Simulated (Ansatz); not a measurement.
The first iterations of a band of C₃H₁₁PSi (16 atoms, charge 0, multiplicity 1).

Method: Ansatz 0.2.0, RKS PBE-D4/def2-SVP.

| Item | Value |
| --- | --- |
| movable images | 9 |
| climbing image | from the first iteration |
| spring | 5.0 eV/Å² |
| optimiser | fire |
| start path | through a guess of the saddle point |
| force threshold | 0.05 eV/Å |
| iteration limit | 38 |
| end points | relaxed |

Image 0:

```xyz
16
Properties=species:S:1:pos:R:3
C -0.660 1.068 1.132
C 0.554 0.248 0.667
C 0.570 -1.160 1.280
Si 0.659 0.179 -1.240
P -1.181 -0.921 -2.042
H -0.660 2.095 0.712
H -0.678 1.159 2.239
H -1.614 0.584 0.832
H 1.481 0.783 0.979
H -0.312 -1.752 0.955
H 0.543 -1.111 2.390
H 1.476 -1.731 0.992
H 0.788 1.572 -1.805
H 1.865 -0.620 -1.665
H -2.025 0.246 -1.966
H -0.831 -0.661 -3.416
```

Image 10:

```xyz
16
Properties=species:S:1:pos:R:3
C -0.653 1.094 1.110
C 0.566 0.285 0.642
C 0.629 -1.100 1.303
Si 0.623 0.146 -1.263
P -1.217 -1.015 -1.972
H -0.646 1.226 2.213
H -1.604 0.578 0.854
H -0.689 2.105 0.653
H 1.489 0.850 0.911
H -0.249 -1.721 1.024
H 0.630 -1.013 2.411
H 1.539 -1.662 1.010
H 0.718 1.517 -1.886
H 1.829 -0.653 -1.688
H -2.077 0.141 -1.916
H -0.911 -0.799 -3.363
```

| iteration | highest image above the first end (eV) | largest band force component (eV/Å) |
| --- | --- | --- |
| 1 | 1.289 | 5.327 |
| 2 | 0.429 | 3.686 |
| 3 | 0.258 | 1.107 |
| 4 | 0.207 | 1.917 |
| 5 | 0.203 | 1.367 |
| 6 | 0.196 | 0.670 |
| 7 | 0.190 | 0.613 |
| 8 | 0.190 | 0.583 |
| 9 | 0.189 | 0.523 |
| 10 | 0.188 | 0.438 |

**Question.** Does the band converge within its limit, and where does its top end?

**Answer.** It converged. It ended after 30 iterations with the highest image 0.151 eV above the first end. The order of the stationary point at the top wasn't checked.

Run time: 15 min on 2 threads of Intel(R) Xeon(R) Platinum 8259CL CPU @ 2.50GHz (Skylake/Cascade Lake), with other jobs on the host, peak memory 0.22 GiB.
